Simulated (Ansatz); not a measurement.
Species: CsF, charge 1, doublet. CsF+ (parent SMILES [F][Cs], doublet).
B3LYP-D3(BJ)/def2-TZVP minimum from Ansatz (a program for electronic structure):
```
F
Cs 1 3.7358
```
Charge +1, spin multiplicity 2.

Total energies in def2-QZVPP, 7 correlated electrons, 5 frozen orbitals. UHF or UKS for unpaired electrons; spin-orbit terms are left out. Correlated methods leave the cores frozen (noble-gas shells, and filled d and f shells in the p block). Past Kr the def2 sets carry scalar-relativistic core potentials. The spin of CsF+ (parent SMILES [F][Cs], doublet) was assumed, and the state is the lowest solution found for it.

```tsv
method	program	energy (Eh)	minus CCSDT(Q) (mEh)
HF	Ansatz	-119.14416	235.54
MP2	Ansatz	-119.36431	15.39
CCSD	Ansatz	-119.37474	4.96
CCSD(T)	Ansatz	-119.37940	0.30
CCSDT(Q)	Ansatz	-119.37970	0.00
```

Rough core times of Ansatz's runs on a shared machine: CCSD(T) 90 s, CCSDT(Q) 10 min.
